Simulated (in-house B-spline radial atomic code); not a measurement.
Values are calculated unless marked as measured or tabulated.
Ge ion on Ga atom: potential, deflection and energy transfer

The pair potential comes from two frozen, spherical free-atom densities (PBE, B-spline radial code, scalar-relativistic past argon): electrostatics plus the change in Thomas-Fermi kinetic and Dirac exchange energy where they overlap, the recipe behind the universal ZBL potential, which averages such potentials (from solid-state densities) over many pairs. It is written V = (Z1 Z2 e²/r) φ(r/a), with e² = 14.3996 eV·Å and a = 0.46850 Å/(Z1^0.23 + Z2^0.23); ZBL's fit is φ = 0.18175 e^(−3.1998x) + 0.50986 e^(−0.94229x) + 0.28022 e^(−0.4029x) + 0.02817 e^(−0.20162x). Where φ falls below 4e-4 it is continued as an exponential.

Masses 72.63 and 69.72 u.

```json
{"x = r/a": "0.1", "φ, this pair": "0.893", "φ, ZBL": "0.8928"}
{"x = r/a": "0.25", "φ, this pair": "0.7715", "φ, ZBL": "0.7647"}
{"x = r/a": "0.5", "φ, this pair": "0.6232", "φ, ZBL": "0.6096"}
{"x = r/a": "1", "φ, this pair": "0.4307", "φ, ZBL": "0.4164"}
{"x = r/a": "1.5", "φ, this pair": "0.3118", "φ, ZBL": "0.2995"}
{"x = r/a": "2", "φ, this pair": "0.2319", "φ, ZBL": "0.2218"}
{"x = r/a": "3", "φ, this pair": "0.1353", "φ, ZBL": "0.1292"}
{"x = r/a": "4", "φ, this pair": "0.08255", "φ, ZBL": "0.08026"}
{"x = r/a": "5", "φ, this pair": "0.05302", "φ, ZBL": "0.05224"}
{"x = r/a": "6.5", "φ, this pair": "0.02863", "φ, ZBL": "0.02914"}
{"x = r/a": "8", "φ, this pair": "0.01585", "φ, ZBL": "0.01705"}
{"x = r/a": "10", "φ, this pair": "0.007875", "φ, ZBL": "0.008778"}
{"x = r/a": "12", "φ, this pair": "0.00436", "φ, ZBL": "0.00474"}
{"x = r/a": "14.5", "φ, this pair": "0.002237", "φ, ZBL": "0.002328"}
{"x = r/a": "17", "φ, this pair": "0.001166", "φ, ZBL": "0.001212"}
{"x = r/a": "20", "φ, this pair": "0.0005291", "φ, ZBL": "0.0005882"}
```

Q: At x = 5 the electrostatic, kinetic and exchange parts are -231.17, 1792.44 and -131.43 eV. Find r, V and φ.

A: a = 0.46850/(2.2191 + 2.2030) = 0.10594 Å, so r = 0.52972 Å. V = -231.17 + 1792.44 + (-131.43) = 1429.84 eV. The bare repulsion is 32 × 31 × 14.3996/0.52972 = 26966 eV, so φ = 0.0530, +1.5 % against ZBL's 0.0522. The kinetic (Pauli) term is 125 % of V here, as the other two terms together attract.

Q: The ion comes in at 2.753 keV with impact parameter 0.0530 Å. The scattering integral gives a centre-of-mass angle of 164.6° and a closest approach of 5.11 a. What are the reduced energy, the energy passed on and the laboratory angles?

A: ε = E a M2/(Z1 Z2 e² (M1 + M2)) = 2753 × 3.6326e-06 = 0.01. The most that one collision can pass on is γE with γ = 4 M1 M2/(M1 + M2)² = 0.9996. Here T = γE sin²(θ/2) = 0.9996 × 2753 × 0.9822 = 2703 eV. The ion turns by arctan(sin θ/(cos θ + M1/M2)) = 73.7°, and the struck atom leaves at (180° − θ)/2 = 7.7°. The closest approach is 0.541 Å. With ZBL the angle would be 164.45° and T = 2701 eV.
